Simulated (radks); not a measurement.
Task: Charge is removed step by step from the 4p3/2 level of the niobium ion Nb+, starting from [Ar] 3d10 4s2 4p(1/2: 2, 3/2: 4) 4d4. All-electron calculation, Dirac Kohn-Sham, LDA (Slater exchange, Perdew-Wang correlation), spin-unpolarised, spherical densities, finite nucleus; open shells fill j = l - 1/2 first; Fermi nuclear charge, rms radius 4.324 fm. Program: a radial shooting solver on a logarithmic mesh with Libxc functionals. At the starting occupation the eigenvalue is -40.328 eV. Estimate the energy to remove one whole electron from this level, the eigenvalue at the end, and how far E(n) bends from a straight line.

Result: Delta-SCF 46.461 eV; final eigenvalue -52.950 eV; the deviation from the straight line is -1.581 eV at 0.5 electron removed, the largest on the grid computed. Slater's transition state (half an electron removed) gives 46.373 eV. Integrating minus the eigenvalue over the occupation (Janak's theorem) gives 46.461 eV. The mean slope of the eigenvalue, de/dn, is 12.6 eV per electron.
